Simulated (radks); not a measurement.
Problem. Radial electron density D(r) = 4 pi r^2 rho(r) of an atom or ion with 22 electrons. Calculated with a radial shooting solver on a logarithmic mesh with Libxc functionals: scalar-relativistic Kohn-Sham, PBEsol, spin-polarised, spherical densities, finite nucleus; Fermi nuclear charge, rms radius of each element as measured or else 0.836 A^(1/3) + 0.57 fm.

```
   r/bohr * D(r) (the largest magnitude, 49.6, reaches the edge; | marks zero)
 0.002309 | *
 0.002888 |  *
 0.003642 |    *
 0.004557 |      *
 0.005701 |        *
 0.007132 |            *
 0.008923 |                 *
  0.01116 |                       *
  0.01408 |                              *
  0.01761 |                                    *
  0.02204 |                                          *
  0.02757 |                                             *
  0.03449 |                                             *
  0.04315 |                                          *
  0.05441 |                                       *
  0.06808 |                                      *
  0.08517 |                                          *
   0.1066 |                                                 *
   0.1333 |                                                      *
   0.1668 |                                                  *
   0.2086 |                                     *
   0.2631 |                          *
   0.3292 |                        *
   0.4118 |                            *
   0.5152 |                           *
   0.6446 |                  *
   0.8064 |       *
    1.017 | *
    1.272 *
    1.592 *
```

What is the nuclear charge?

Solution. Z = 34. The innermost maximum, from 1s, lies near gamma/Z bohr with gamma = sqrt(1 - (Z/c)^2) = 0.969, here 0.0285 bohr (found: 0.0311), and its height grows with Z. The density is that of the selenium ion Se12+ in [Ar] 3d4; the configuration itself is not fixed sharply by these data, and Z only to about a unit. D(r) has 3 maxima, at r = 0.0311, 0.135, 0.450 bohr, and minima at 0.0639, 0.304 bohr, inside which lie 2.06, 10.82 electrons.
